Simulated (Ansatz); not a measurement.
Basis sets compared for the cluster Be₂F₃. Total charge 0; doublet. Geometry r2SCAN-D4/def2-TZVP. Ansatz on 4 threads of Arm Neoverse V1 on a shared host; times are rough, and most runs start from earlier orbitals.

```xyz
5

Be   -0.393    0.077   -1.553
Be    0.147   -0.029    0.583
F    -0.202    1.134   -0.401
F    -0.038   -1.087   -0.552
F     0.486   -0.095    1.924
```

The structure comes from a short search, and lower isomers may exist.

Binding counts from free atoms (Be singlet, F doublet) in the same basis, without a counterpoise term.

```json
{"level": "PBE-D4/def2-SVP", "functions": "60", "energy (Eh)": "-328.6227", "HOMO (eV)": "-4.85", "LUMO (eV)": "-2.70", "binding per atom (eV)": "4.24", "wall time": "0.6 s"}
{"level": "PBE-D4/def2-TZVP", "functions": "131", "energy (Eh)": "-329.0311", "HOMO (eV)": "-4.89", "LUMO (eV)": "-2.68", "binding per atom (eV)": "4.18", "wall time": "1.2 s"}
{"level": "r2SCAN-D4/def2-TZVP (with forces)", "functions": "131", "energy (Eh)": "-329.2421", "HOMO (eV)": "-5.11", "LUMO (eV)": "-2.35", "binding per atom (eV)": "4.15", "wall time": "3 s"}
{"level": "PBE0-D4/def2-SVP", "functions": "60", "energy (Eh)": "-328.6317", "HOMO (eV)": "-5.89", "LUMO (eV)": "-1.88", "binding per atom (eV)": "4.07", "wall time": "0.8 s"}
{"level": "PBE0-D4/def2-TZVP", "functions": "131", "energy (Eh)": "-329.0406", "HOMO (eV)": "-5.90", "LUMO (eV)": "-1.85", "binding per atom (eV)": "4.03", "wall time": "1.4 s"}
```

**Question.** Estimate the rows for PBE-D4/def2-TZVPD, r2SCAN-D4/def2-TZVPD, PBE0-D4/def2-TZVPD.

**Answer.** 
| level | functions | energy (Eh) | HOMO (eV) | LUMO (eV) | binding per atom (eV) | wall time |
| --- | --- | --- | --- | --- | --- | --- |
| PBE-D4/def2-TZVPD | 164 | -329.0365 | -4.90 | -2.69 | 4.18 | 1.8 s |
| r2SCAN-D4/def2-TZVPD | 164 | -329.2471 | -5.11 | -2.37 | 4.17 | 4 s |
| PBE0-D4/def2-TZVPD | 164 | -329.0458 | -5.90 | -1.86 | 4.05 | 2.2 s |
